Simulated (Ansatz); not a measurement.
Program: Ansatz. Geometries: PBE0-D4/def2-TZVP. ΔE: electronic, gas phase. CBS: MP2 limit from def2 TZ/QZ plus the TZ coupled-cluster correction, frozen cores. This one scheme is used for every species. Functionals use def2-TZVPP. B3LYP here is the variant with VWN-RPA as its local correlation; programs differ in this. For Ga outer-core shells are correlated without core-valence functions, which leaves a few kJ/mol of doubt a bond. Scalar relativity is left out up to krypton. One conformer a species, not always the lowest.

Reaction (cleavage of the Ga–B bond): `[BH2][Ga]([OH])[F]` + H₂S → `[OH][Ga]([F])[SH]` + BH₃

`[BH2][Ga]([OH])[F]`:

Cartesian coordinates in Å:
```
B 0.343 -1.042 -1.150
Ga 0.025 0.219 0.461
O -1.076 1.614 0.546
F 0.885 -0.010 1.988
H 1.193 -0.805 -1.953
H -0.313 -2.028 -1.293
H -1.056 2.052 1.401
```

H₂S:

```xyz
3

S    -0.414    0.448    0.108
H    -0.401   -0.633   -0.685
H     0.815    0.185    0.577
```

`[OH][Ga]([F])[SH]`:

Cartesian coordinates in Å:
```
O 0.768 -0.637 1.122
Ga -0.147 -0.244 -0.342
F -0.506 -1.567 -1.429
S -0.823 1.758 -0.830
H 0.989 -1.569 1.186
H -0.280 2.260 0.293
```

BH₃:

```xyz
4

B     0.000    0.000    0.000
H    -0.260   -0.829    0.818
H     0.272    1.111    0.341
H    -0.013   -0.282   -1.160
```

| level | ΔE (kJ/mol) | difference from CCSD(T)/CBS |
| --- | --- | --- |
| B3LYP-D4 | -79.2 | 0.5 |
| ωB97X-V | -79.5 | 0.2 |
| B2PLYP | -82.6 | -2.9 |
| B3LYP | -76.6 | 3.1 |
| HF/def2-TZVPP | -93.2 | -13.5 |
| MP2/def2-TZVPP | -90.4 | -10.7 |
| CCSD/def2-TZVPP | -81.6 | -1.9 |
| CCSD(T)/def2-TZVPP | -82.5 | -2.8 |
| SCS-MP2/def2-QZVPP | -87.2 | -7.5 |
| MP2/CBS(def2) | -87.6 | -7.9 |
| CCSD(T)/CBS | -79.7 | 0 |

Largest T1 diagnostic among the species: 0.014.

From PBE to PBE0 (25 % exact exchange), in def2-TZVPP and without D4, ΔE moves by −5.7 kJ/mol.
